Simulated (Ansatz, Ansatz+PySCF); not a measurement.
```xyz
5

C     0.0000    0.0000   -0.6187
F     0.0000    0.0000    1.4264
H     0.0000   -1.0360   -0.9966
H    -0.8972    0.5180   -0.9966
H     0.8972    0.5180   -0.9966
```

Basis set: cc-pVDZ (spherical functions). Frozen core: 2 orbitals. Charge 0, multiplicity 1.

Computed with Ansatz (development build ahead of 0.2.0); each method stands on the lowest determinant of its kind that the runs found. Restricted open shells among the atoms or ions are ROHF, correlated in semicanonical orbitals with singles. Restricted functionals stand beside restricted open-shell atoms, which can lie above the unrestricted atoms usual in DFT and then raise those values.

The atomization energy at this shape (free ground-state atoms in the same class of orbitals less the molecule, no zero-point energy) of singlet CH₃F:

```tsv
method	atomization energy
ωB97X (restricted)	15.08 eV
ωB97X (unrestricted)	14.97 eV
r²SCAN (unrestricted)	15.23 eV
PBE (restricted)	15.83 eV
PBE (unrestricted)	15.76 eV
PBE0 (restricted)	15.06 eV
PBE0 (unrestricted)	14.98 eV
RHF-CCSD(T)	14.25 eV
UHF-CCSD(T)	14.14 eV
RHF-MP2	14.13 eV
UHF-MP2	13.26 eV
UHF	10.45 eV
RHF	10.00 eV
```

Q: What does r²SCAN (restricted) give?

A: 15.36 eV. Caution for RHF-CCSD(T), RHF-MP2, RHF: an unrestricted determinant lies well below. Caution for RHF-CCSD(T), UHF-CCSD(T), RHF-MP2, UHF-MP2: bonds are stretched, where a single reference can fail. Caution for UHF-CCSD(T), UHF-MP2: a plain start can end on a higher determinant; another reference gives a lower total. Caution for UHF-CCSD(T), UHF-MP2, UHF: the unrestricted determinant is spin contaminated.
